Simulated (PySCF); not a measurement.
# Relaxation of septet Ti₂Te

All numbers come from PySCF, UPBE0, basis Te def2-SVP with ECP28, Ti def2-SVP (scalar-relativistic core potentials, no spin–orbit coupling, density fitting). A (50,194) grid was used.

A hand-made bent start, of C2v symmetry, held to at least that symmetry:

Coordinates in bohr (charge 0 multiplicity 7):
```
Te    0.0000    0.0000   -1.2521
Ti    4.2105    0.0000    1.6961
Ti   -4.2105    0.0000    1.6961
```

Optimiser trace:
| step | E − E(last) (kJ/mol) | largest gradient (Eh/bohr) |
| --- | --- | --- |
| 0 | 13.62 | 0.00771 |
| 1 | 12.01 | 0.00556 |
| 2 | 9.81 | 0.00453 |
| 3 | 9.05 | 0.00501 |
| 4 | 4.11 | 0.00288 |
| 5 | 2.48 | 0.00491 |
| 6 | 1.70 | 0.00910 |
| 7 | 0.96 | 0.00673 |
| 8 | 0.00 | 0.00035 |
| 9 | 0.00 | 0.00009 |

It ends at C2v with Te–Ti 2.665 Å (×2); Ti–Te–Ti 78.8° (after a last refinement on a finer grid). A frequency run shows a minimum. Other isomers or separated fragments may lie lower.

Final geometry:
```xyz
3
charge 0 multiplicity 7, angstrom
Te    0.0000    0.0000   -0.8701
Ti    1.6908    0.0000    1.1894
Ti   -1.6908    0.0000    1.1894
```

Other spin states or occupations of the open shell can lie lower. Spin–orbit coupling, left out here, can matter for elements this heavy.
